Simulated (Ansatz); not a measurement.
Breaking the Mg1–H2 bond in H4MgSi (SMILES [MgH][SiH3]) (multiplicity 1 held, fragments rigid). Energies count from the point at 1.702 Å.
Geometry at that point (charge 0, multiplicity 1):
```csv
atom,x (Å),y (Å),z (Å)
Mg,-1.2739,-0.6992,-0.1785
H,-2.7546,-1.5120,-0.3860
Si,0.9718,0.5334,0.1362
H,1.6131,0.2497,1.4524
H,0.8377,2.0169,0.0636
H,1.9863,0.1688,-0.8943
```

Signs of static correlation in def2-SVPD, with CASSCF(2,2), from Ansatz (an electronic-structure program) runs.

```
R (Å)  T1 of restricted CCSD  ⟨S²⟩ of UHF  largest double amplitude of restricted CCSD  weight of the CASSCF reference in MRCISD  CASSCF natural occupations
-----  ---------------------  -----------  -------------------------------------------  ----------------------------------------  --------------------------
1.361                  0.013        0.000                                        0.028                                     0.910                   1.98 0.02
1.532                  0.013        0.000                                        0.029                                     0.910                   1.97 0.03
1.702                  0.013        0.000                                        0.026                                     0.909                   1.97 0.03
1.872                  0.014        0.000                                        0.030                                     0.909                   1.96 0.04
2.042                  0.015        0.000                                        0.040                                     0.909                   1.95 0.05
2.297                  0.017        0.000                                        0.066                                     0.909                   1.92 0.08
2.553                  0.021        0.263                                          ___                                     0.909                   1.89 0.11
2.978                  0.033        0.706                                        0.201                                     0.909                   1.79 0.21
3.404                  0.054        0.888                                        0.331                                     0.909                   1.64 0.36
3.914                  0.087        0.969                                          ___                                     0.910                   1.43 0.57
4.595                  0.126        1.000                                        0.809                                     0.910                   1.21 0.79
5.446                  0.148        1.008                                        1.025                                     0.910                   1.08 0.92
```

Fill in the missing entries.


- 2.553, largest double amplitude of restricted CCSD: 0.106
- 3.914, largest double amplitude of restricted CCSD: 0.533

Doubts at one or more of the structures used: a restricted determinant that unrestricted orbitals would lower (R-CCSD(T)/def2-SVPD); T1 above 0.05 (R-CCSD(T)/def2-SVPD, U-CCSD(T)/def2-SVPD); other coupled-cluster roots lie near (R-CCSD(T)/def2-SVPD); a spin-contaminated determinant (U-CCSD(T)/def2-SVPD).
